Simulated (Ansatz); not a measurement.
The cluster Ge₃O₈H₄ (the lowest singlet isomer of a short search), 15 atoms. Hardware: 4 threads of Intel Xeon on a shared host.

Problem. How many basis functions does each of these Ansatz runs have, and roughly what does it cost? B3LYP-D4/def2-TZVP, charge 0 singlet, energy and forces, from earlier orbitals; r2SCAN-D4/def2-SVP, charge 0 triplet at the geometry of the charge 0 singlet, energy, from earlier orbitals; PBE-D4/def2-SVP, charge 1 doublet, energy, from earlier orbitals; B3LYP-D4/def2-SVP, charge -1 doublet at the geometry of the charge 0 singlet, energy, from earlier orbitals; PBE0-D4/def2-TZVP, charge 0 singlet, energy, from earlier orbitals; PBE0-D4/def2-SVP, charge -1 doublet at the geometry of the charge 0 singlet, energy; PBE-D4/def2-TZVP, charge 0 singlet, energy, from earlier orbitals; B3LYP-D4/def2-SVP, charge 1 doublet at the geometry of the charge 0 singlet, energy, from earlier orbitals; PBE-D4/def2-SVP, charge 0 singlet, relaxation, 11 steps; PBE0-D4/def2-SVP, charge 0 triplet at the geometry of the charge 0 singlet, energy; r2SCAN-D4/def2-TZVP, charge 0 singlet, energy, from earlier orbitals; r2SCAN0-D4/def2-TZVP, charge 0 singlet, energy, from earlier orbitals.

Solution. Other jobs shared the machine, so times can vary by a factor of up to 3. A dash marks memory too small to be measured apart from the calling script's.

```tsv
run	functions	fitting or Cholesky vectors	wall time	peak host memory (GiB)
PBE-D4/def2-SVP, charge 1 doublet, energy, from earlier orbitals	228	2429	20 s	–
PBE-D4/def2-TZVP, charge 0 singlet, energy, from earlier orbitals	416	2458	27 s	1.1
r2SCAN-D4/def2-SVP, charge 0 triplet at the geometry of the charge 0 singlet, energy, from earlier orbitals	228	2429	38 s	–
r2SCAN-D4/def2-TZVP, charge 0 singlet, energy, from earlier orbitals	416	2458	39 s	1.2
B3LYP-D4/def2-SVP, charge -1 doublet at the geometry of the charge 0 singlet, energy, from earlier orbitals	228	2175	41 s	1.4
B3LYP-D4/def2-SVP, charge 1 doublet at the geometry of the charge 0 singlet, energy, from earlier orbitals	228	2175	45 s	1.4
PBE0-D4/def2-SVP, charge 0 triplet at the geometry of the charge 0 singlet, energy	228	2175	49 s	1.6
PBE0-D4/def2-SVP, charge -1 doublet at the geometry of the charge 0 singlet, energy	228	2175	58 s	1.6
r2SCAN0-D4/def2-TZVP, charge 0 singlet, energy, from earlier orbitals	416	2587	73 s	2.7
B3LYP-D4/def2-TZVP, charge 0 singlet, energy and forces, from earlier orbitals	416	2551	85 s	2.6
PBE0-D4/def2-TZVP, charge 0 singlet, energy, from earlier orbitals	416	2587	89 s	2.6
PBE-D4/def2-SVP, charge 0 singlet, relaxation, 11 steps	228	2429	2 min	–
```
